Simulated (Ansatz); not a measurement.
Reaction (hydrogenolysis of a C–F bond): `FCC(F)(C(F)(F)F)C(F)(F)F` + H₂ → `FCC(F)(C(F)F)C(F)(F)F` + H–F

Computed with Ansatz on PBE0-D4/def2-TZVP structures; ΔE is electronic, products minus reactants. CBS: MP2 limit from def2 TZ/QZ plus the TZ coupled-cluster correction, frozen cores. This one scheme is used for every species. DFT in def2-TZVPP. HSE06 is defined as in plane-wave codes. Each species was taken in one conformer, which may not be the lowest.

`FCC(F)(C(F)(F)F)C(F)(F)F`:

Cartesian coordinates in Å:
```
F 2.321 -0.282 -0.484
C 1.323 0.595 -0.165
C 0.099 -0.149 0.349
F 0.363 -0.690 1.573
C -0.308 -1.315 -0.588
F -0.278 -0.916 -1.860
F 0.525 -2.331 -0.442
F -1.537 -1.750 -0.321
C -1.057 0.860 0.545
F -2.040 0.348 1.265
F -0.605 1.942 1.184
F -1.543 1.253 -0.632
H 1.061 1.176 -1.052
H 1.676 1.259 0.626
```

H₂:

Cartesian coordinates in Å:
```
H 0.102 0.352 -0.071
H -0.102 -0.352 0.071
```

`FCC(F)(C(F)F)C(F)(F)F`:

Cartesian coordinates in Å:
```
F 1.750 0.392 -1.545
C 0.470 0.719 -1.170
C 0.214 0.209 0.237
F 0.966 0.935 1.127
C 0.677 -1.250 0.377
F 0.298 -1.765 1.561
F 0.138 -2.003 -0.603
C -1.263 0.434 0.615
F -2.055 -0.389 -0.071
F -1.476 0.253 1.907
F -1.620 1.688 0.315
H -0.232 0.263 -1.871
H 0.367 1.805 -1.183
H 1.766 -1.289 0.306
```

H–F:

```xyz
2

F    -0.170   -0.334    0.266
H     0.170    0.334   -0.266
```

| level | ΔE (kcal/mol) | difference from CCSD(T)/CBS |
| --- | --- | --- |
| LDA (SPW92) | -10.0 | 6.3 |
| ωB97M-V | -12.8 | 3.5 |
| revPBE | -14.5 | 1.8 |
| BLYP | -14.6 | 1.7 |
| PBE0 | -14.4 | 1.9 |
| HSE06 | -14.4 | 1.9 |
| BHLYP | -15.4 | 0.9 |
| CCSD/def2-SVP | -10.6 | 5.7 |
| CCSD/def2-TZVPP | -15.8 | 0.5 |
| HF/def2-QZVPP | -15.7 | 0.6 |
| CCSD(T)/CBS | -16.3 | 0 |

(1) What do rigid-rotor, harmonic-oscillator terms from PBE0-D4/def2-TZVP frequencies (298.15 K, 1 bar) make of the CCSD(T)/CBS value? (Estimate.)

Largest T1 diagnostic among the species: 0.012.

## Answers

(1) The calculation gave: ΔZPE = +4.8 kcal/mol, ΔH = -11.9 kcal/mol, ΔS = 33 J/(mol·K), ΔG = -14.2 kcal/mol. Modes under 50 cm⁻¹ make the entropy rough.

From r2SCAN to r2SCAN0 (25 % exact exchange), in def2-TZVPP and without D4, ΔE moves by −1.7 kcal/mol. At CCSD(T), def2-SVP lies +6.9 kcal/mol from the extrapolated value and def2-TZVPP +1.4 kcal/mol.

CCSD(T)/CBS has its own doubt, a few kJ/mol and more with outer-core shells, so smaller differences from it don't rank the levels.
